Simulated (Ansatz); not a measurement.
A nudged elastic band was laid between two geometries of H3P + H4Sn (9 atoms, charge 0, multiplicity 1).

Computed with RKS PBE/def2-SVP in Ansatz.

- movable images: 7
- climbing image: yes
- spring: 5.0 eV/Å²
- optimiser: quadratic models (default)
- start path: through a guess of the saddle point
- force threshold: 0.05 eV/Å
- iteration limit: 60
- end points: relaxed

Image 0:

```xyz
9
Properties=species:S:1:pos:R:3
Sn 0.569 -0.125 -0.249
H 0.770 -0.201 1.462
H 2.106 0.089 -1.002
H -0.457 1.202 -0.649
H -0.146 -1.592 -0.807
P -3.627 0.149 1.838
H -3.239 -0.244 0.506
H -3.387 -1.172 2.361
H -2.290 0.582 2.161
```

Image 8:

```xyz
9
Properties=species:S:1:pos:R:3
Sn -0.562 -0.238 -0.741
H -0.013 0.620 3.852
H 0.963 -0.236 0.075
H -0.637 1.114 -1.818
H -0.714 -1.701 -1.658
P -2.403 0.031 1.002
H -3.436 -0.315 0.054
H -2.268 -1.337 1.443
H -0.631 0.749 3.411
```

Problem. What changes between the two ends?

Solution. Bonds broken: Sn1–H2, P6–H9. Bonds formed: Sn1–P6, H2–H9. H3P + H4Sn becomes H2 + H5PSn.

Problem. What energy profile does the band end with?

Solution. It converged. The highest image is number 4 of 0 to 8, 56.2 kcal/mol above the first end and 59.3 kcal/mol above the last; the last end lies 3.1 kcal/mol below the first. A structure lower than the first end lies on the path between it and the top, so the climb from that side starts below the end, which may itself be a saddle point or a shallow side well. Neighbouring images differ by up to 2.3 eV, so the band resolves the path poorly. A vibrational analysis at the climbing image gives one clearly imaginary mode, 1714i cm⁻¹: a first-order saddle point. The orbitals stay closed-shell, which can raise the energy where a bond breaks towards radicals; this wasn't checked here.

```
image  path coordinate (Å)  energy (kcal/mol)  Sn1–H2 (Å)  P6–H9 (Å)  Sn1–P6 (Å)
    0                 0.00                0.0        1.72       1.44        4.69
    1                 1.39               -0.1        1.72       1.44        4.56
    2                 2.79                0.0        1.72       1.44        4.62
    3                 4.18                5.0        1.73       1.45        3.89
    4                 5.58               56.2        2.02       1.80        3.04
    5                 6.85                2.5        2.81       2.43        2.58
    6                 8.13               -3.0        3.89       3.22        2.55
    7                 9.41               -3.1        4.56       3.19        2.55
    8                10.69               -3.1        4.70       3.08        2.55
```

Problem. What is the geometry of the highest image?

Solution. 
```xyz
9
Properties=species:S:1:pos:R:3:forces:R:3
Sn -0.236 -0.086 -0.035 0.01 0.00 0.00
H -0.097 1.031 1.638 0.01 0.00 0.00
H 1.311 -0.735 0.403 0.00 0.00 0.00
H -0.318 1.377 -0.945 0.00 0.00 0.00
H -1.048 -1.354 -0.944 0.00 0.00 0.00
P -2.669 -0.305 1.770 0.00 0.00 0.01
H -3.233 -0.086 0.464 0.00 0.00 0.00
H -2.333 -1.686 1.545 0.00 0.00 0.00
H -1.078 0.533 1.723 -0.02 0.00 0.00
```

The band took 24 iterations and about 6 core-minutes.

Run time: 3.2 min on 2 threads of Arm Neoverse V1, with other jobs on the host, peak memory 0.11 GiB.
